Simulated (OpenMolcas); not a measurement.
Ag2+: effect of the metal basis

Ag2+ with 6 ligands (water) in octahedral coordination (Th) at 2.3 Å.

```yaml
Program: OpenMolcas
Method: "SS-CASPT2, IPEA 0.25 Eh, imaginary shift 0.1 Eh (closed shells correlated: 4s 4p and the ligand valence shells)"
Spin-orbit_coupling: RASSI with atomic mean-field integrals over the reference wave functions
```

Fixed: ligand basis ANO-RCC-VDZP, active space 9 electrons in 5 orbitals (4d), DKH2 Hamiltonian.

States (labels of O, taken over from Oh, the nearest higher group). Energies in cm-1 above the lowest state or level, χT in cm3 K/mol; 10Dq is the gap between the two states.

```csv
Run,Metal basis,Ground state,First state of that spin,10Dq,First gap with spin-orbit (degeneracies),χT at 300 K,Cost
A,ANO-RCC-VDZP,2E,2T2 9890,9895,"8560 (4, 2)",0.632,roughly 30 core-seconds
B,ANO-RCC-VTZP,2E,2T2 9860,9862,"8540 (4, 2)",0.631,roughly 40 core-seconds
```

Against A, |10Dq| changes by -0.3 % in B.

Costs are those of the CASPT2 steps.

Roots that are degenerate in the reference are averaged as groups; the widest CASPT2 spread within a group is 100 cm-1 (the 3-fold group of multiplicity 2 near 9890 cm-1 above the lowest state of its run, A). Shifts and gaps below about the spread of the groups concerned are not significant. Over all roots computed the reference weight is 0.70 in A, 0.69 to 0.70 in B; a low but even weight reflects the number of correlated electrons. An orbital doublet at a regular site is open to a Jahn-Teller distortion, which this geometry leaves out. Ligand-to-metal charge-transfer states are missing. With one d shell and no ligand orbital active, 10Dq can be off by a tenth or more. Free-ion shares, where given, are those of the reference states; single-state CASPT2 does not remix them. No measured value stands beside these numbers; the geometry was imposed, not optimised, and the real ion may take another.
